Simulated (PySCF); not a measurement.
**C₆ coefficients of unlike pairs at revPBE**

Calculated with PySCF 2.14 from the dipole response of each species, C₆(A,B) = (3/π) ∫ α_A(iu) α_B(iu) du, in atomic units, from isotropic polarisabilities. For ions this is the dispersion term alone; charge-induced terms of lower order in 1/R come first.

```
species           configuration                                                                                  basis     relativity  α (bohr³)  C₆ (like pair)
   Tc³⁺           [Kr] 4d4 (5D)         x2c-TZVPPall with one added diffuse shell each of s, p, d, f type (9s7p7d3f1g)  spin-free X2C      5.435           24.64
     F⁺       [He] 2s2 2p4 (3P)                                                                 dyall-av3z (15s9p3d2f)           none      1.859           3.497
     C⁺       [He] 2s2 2p1 (2P)                                                                   aug-cc-pVDZ (4s3p2d)           none      6.103           14.73
   Sb²⁺  [Kr] 4d10 5s2 5p1 (2P)  aug-cc-pwCVTZ-DK3 with one added diffuse shell each of s, p, d, f type (11s10p8d5f1g)  spin-free X2C      15.77           99.66
```

Question: Estimate C₆ for Sb²⁺ with F⁺.

Answer: The integral gives 17.40. The combination rule 2 C_A C_B / (C_A α_B/α_A + C_B α_A/α_B) gives 16.83 and the geometric mean 18.67.

No spin-orbit coupling is included.

The other pairs:

```
      pair     C₆
  Sb²⁺, C⁺  38.15
  F⁺, Tc³⁺  9.259
    C⁺, F⁺  6.516
Sb²⁺, Tc³⁺  47.26
  C⁺, Tc³⁺  17.80
```
